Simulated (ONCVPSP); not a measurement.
# What one change does to a pseudopotential (titanium, ONCV)

ONCVPSP 4.0.1 input, shortened (lines: element, Z, core and valence counts, functional; n l f; lmax; l rc ep ncon nbas qcut; lloc lpopt rc5 dvloc0; l nproj debl; icmod fcfact rcfact), LDA (Perdew-Wang 92), scalar-relativistic:

```
  Ti 22.00    3    3  -001012      upf
    1    0    2.00
    2    0    2.00
    2    1    6.00
    3    0    2.00
    3    1    6.00
    3    2    1.00
    2
    0    1.45    0.00    4    8    8.50
    1    1.45    0.00    4    8    8.50
    2    1.35    0.00    3    7   10.30
    4    3    1.30    4.00
    0    1    3.00
    1    2    1.10
    2    2    2.40
    1    0.30    0.00
```

In the p channel the program set the typed energies aside and used -2.606, 0.250 Ha.

Change: d: qcut 13.8.

Cutoffs: the cutoffs (Ha) at which the residual kinetic energy of the hardest occupied pseudo-wave falls to 1 and 0.1 mHa per electron; they do not see the model core or the augmentation charge, which bear on the density cutoff. Errors are all-electron minus pseudo energies relative to the spin-unpolarised reference configuration.

**Question.** What does the change do?

**Answer.** The potential gets harder (42 Ha and 47 Ha → 56 Ha and 66 Ha); of the 4 tests that both files solve, the error grows in 0 and shrinks in 1 by more than 15 % and 0.3 meV (median size 267.4 → 256.3 meV); neither file shows a bound ghost. The waves are optimised to have the least kinetic energy above qcut, so the cutoff follows it (qcut²/2 in Ha).

```tsv
quantity	base	changed
cutoff, loose	42 Ha	56 Ha
cutoff, tight	47 Ha	66 Ha
loose cutoff by channel	s 25 Ha, p 21 Ha, d 42 Ha	s 25 Ha, p 21 Ha, d 56 Ha
bound ghosts	none	none
GHOST(+) flags under 300 eV	none	none
error for 3s2 3p6 3d2 4s2, meV [ΔE -48.52 eV]	+313	+302
error for 3s2 3p6 3d2 4s1, meV [ΔE -40.99 eV]	+222	+211
error for 3s2 3p6 3d2, meV [ΔE -27.19 eV]	+32	+19
error for 3s2 3p6 3d1 4s2 4p1, meV [ΔE -43.69 eV]	+460	+460
s: phases at 1.47 bohr within 0.05 rad from the reference energy up to (Ha; the scan ends near 5)	-0.8	-0.8
p: phases at 1.47 bohr within 0.05 rad from the reference energy up to (Ha; the scan ends near 5)	to the end of the scan	to the end of the scan
d: phases at 1.37 bohr within 0.05 rad from the reference energy up to (Ha; the scan ends near 5)	to the end of the scan	to the end of the scan
rms error of d²Exc/dni dnj with the model core, mHa	1.45	1.20
```
